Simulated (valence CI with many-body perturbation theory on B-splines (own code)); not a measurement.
Te XLV: what each term of the Hamiltonian does

Computed by configuration interaction combined with many-body perturbation theory (CI+MBPT): six valence electrons over a frozen Dirac-Fock core [He], a basis of 9 s, 9 p, 8 d, 6 f, 3 g, 1 h functions for each j, with the one-electron correlation potential Σ1, the two-electron term Σ2, the three-electron term Σ3, Breit, model QED; selected CI, second order for the rest, scaled by the run's own slope (own B-spline code, finite nucleus).

No measured spectrum was set against this ion. As an estimate, large intervals hold to a few tenths of a per cent, small ones and those within an open d or f shell to about a per cent. Among the levels kept, up to 2500 cm⁻¹ of a level comes from second order outside the variational space, and about a tenth of that is noise between levels of different J, which matters for small intervals.

Each rung adds one term. CI alone is the Dirac-Coulomb CI over the frozen core; QED comes last and gives the full result, which names the levels. Energies are above (2s^2 2p1/2^2 2p3/2^2) J=2 on the same rung, in × 10³ cm⁻¹.

Levels are named by their leading jj configuration (3d3/2^4 stands for four electrons in 3d with j = 3/2), which in mixed levels can hold well under half, so a name can repeat and another be missing.

| Level | CI alone | + Σ1 | + Σ2 | + Σ3 | + Breit | Full |
| --- | --- | --- | --- | --- | --- | --- |
| (2s^2 2p1/2^2 2p3/2^2) J=0 | 268.47 | 268.47 | 269.89 | 269.59 | 289.98 | 289.66 |
| (2s^2 2p1/2 2p3/2^3) J=1 | 2292.5 | 2293.2 | 2293.4 | 2293.3 | 2268.8 | 2273.2 |
| (2s^2 2p1/2 2p3/2^3) J=2 | 2444.0 | 2444.7 | 2445.2 | 2444.8 | 2399.9 | 2404.3 |
| (2s 2p1/2^2 2p3/2^3) J=2 | 4309.3 | 4308.1 | 4305.7 | 4304.5 | 4305.7 | 4269.1 |
| (2s 2p1/2^2 2p3/2^3) J=1 | 4709.4 | 4708.3 | 4705.1 | 4703.1 | 4709.1 | 4672.3 |
| (2s^2 2p3/2^4) J=0 | 4831.1 | 4832.5 | 4834.1 | 4833.6 | 4775.1 | 4783.2 |
| (2s 2p1/2 2p3/2^4) J=0 | 6664.0 | 6663.5 | 6662.3 | 6660.9 | 6635.2 | 6602.8 |
| (2s 2p1/2 2p3/2^4) J=1 | 6927.4 | 6926.9 | 6924.3 | 6922.3 | 6888.0 | 6855.4 |
| (2p1/2^2 2p3/2^4) J=0 | 9263.2 | 9260.8 | 9255.2 | 9251.6 | 9263.8 | 9190.9 |
| (2s^2 2p1/2^2 2p3/2 3s) J=2 | 33133 | 33135 | 33136 | 33135 | 33103 | 33112 |
| (2s^2 2p1/2^2 2p3/2 3s) J=1 | 33183 | 33185 | 33186 | 33184 | 33154 | 33163 |
| (2s^2 2p1/2^2 2p3/2 3p1/2) J=1 | 33714 | 33715 | 33716 | 33715 | 33699 | 33696 |
| (2s^2 2p1/2^2 2p3/2 3p1/2) J=2 | 33734 | 33736 | 33736 | 33735 | 33713 | 33710 |
| (2s^2 2p1/2^2 2p3/2 3p3/2) J=3 | 34382 | 34384 | 34384 | 34383 | 34349 | 34347 |
| (2s^2 2p1/2^2 2p3/2 3p3/2) J=1 | 34381 | 34382 | 34383 | 34382 | 34350 | 34348 |
| (2s^2 2p1/2^2 2p3/2 3p3/2) J=2 | 34522 | 34524 | 34524 | 34523 | 34492 | 34490 |
| (2s^2 2p1/2^2 2p3/2 3p3/2) J=0 | 34645 | 34647 | 34648 | 34646 | 34623 | 34622 |
| (2s^2 2p1/2^2 2p3/2 3d3/2) J=2 | 35020 | 35023 | 35023 | 35022 | 34990 | 34988 |
| (2s^2 2p1/2^2 2p3/2 3d3/2) J=3 | 35067 | 35069 | 35070 | 35069 | 35031 | 35028 |

Q: How does the ionisation energy move along the ladder, and which term matters most?

A: CI alone 7491.5, + Σ1 7491.8, + Σ2 7492.0, + Σ3 7491.8, + Breit 7486.3, + QED 7486.0 eV. The largest step is Breit, -5.5 eV. NIST lists 7485 ± 4 eV (theoretical).
